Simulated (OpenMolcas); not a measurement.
## Mo³⁺: the spin-orbit constant, Racah parameters, worked from levels

```yaml
Program: OpenMolcas
Basis: ANO-RCC-VQZP [8s7p5d3f2g1h]
Scalar_Hamiltonian: DKH2, point nucleus
Active_space: 3 electrons in 5 orbitals (4d)
State_averaging: 2S+1 = 4 even, 10 roots; 2S+1 = 2 even, 40 roots
Spin-orbit_coupling: RASSI with atomic mean-field integrals over the reference wave functions, term energies averaged over their components
```

Methods: CASSCF; MS-CASPT2, IPEA 0.25 Eh, imaginary shift 0.1 Eh (closed shells correlated: 4s 4p). Measured levels: Sugar and Musgrove, J. Phys. Chem. Ref. Data 17, 155 (1988).

**The spin-orbit constant.** For the Hund term 4F of d3, E(J) = (A/2) J(J+1) + constant and ζ = 2S·A = 3A. From J = 3/2 to J = 9/2 the energy changes by 10.5 A.

```json
{"Source": "CASSCF", "E(9/2) - E(3/2)": "2786.5", "A": "265.4", "ζ": "796"}
{"Source": "MS-CASPT2", "E(9/2) - E(3/2)": "2789.6", "A": "265.7", "ζ": "797"}
{"Source": "measured", "E(9/2) - E(3/2)": "2864.6", "A": "272.8", "ζ": "818"}
```

All in cm-1. MS-CASPT2 is off by -2.6 % and CASSCF by -2.7 %. Both methods take the spin-orbit matrix elements from the reference wave functions, so the second can move ζ only through the term energies and any multistate remixing. Second-order mixing with other terms is absorbed into this ζ.

**Racah parameters.** Above 4F, d3 has 4P at 15B, 2G at 4B + 3C and 2H at 9B + 3C. The first two fix B and C, and the third tests them; where it misses by thousands of cm-1, two parameters do not describe the configuration (Trees and configuration-interaction terms are left out) and B and C hang on the terms chosen. Term energies are centres of gravity, weighted by 2J + 1.

| Source | 4P | 2G | B | C | C/B | 2H from B, C | 2H found |
| --- | --- | --- | --- | --- | --- | --- | --- |
| CASSCF | 12201 | 13139 | 813 | 3295 | 4.05 | 17202 | 17604 |
| MS-CASPT2 | 9808 | 10449 | 654 | 2611 | 3.99 | 13719 | 14912 |
| measured | 9280 | 10294 | 619 | 2606 | 4.21 | 13389 | 14500 |

Energies in cm-1. From CASSCF to MS-CASPT2, B changes by -19.6 % and C by -20.8 %. Against the measured terms, MS-CASPT2 has B off by +5.7 % and C by +0.2 %.

CASPT2 breaks the degeneracy within a term, and the mean is taken; among the terms shown or strongly mixed into the levels shown the widest spread is 790 cm-1 (4d3 4F, MS-CASPT2). Without dynamic correlation excited terms often stand tens of per cent too high (terms of higher spin than the ground term too low), and those without a measured partner can miss by more than the paired ones (holds for CASSCF). Measured partners are found by configuration, term and J. A level has none where our copy of the source lacks it or the pairing is in doubt (some pairs that miss far off the trend of their configuration count as doubtful), and it then counts in no deviation. Only configurations of the active space appear.
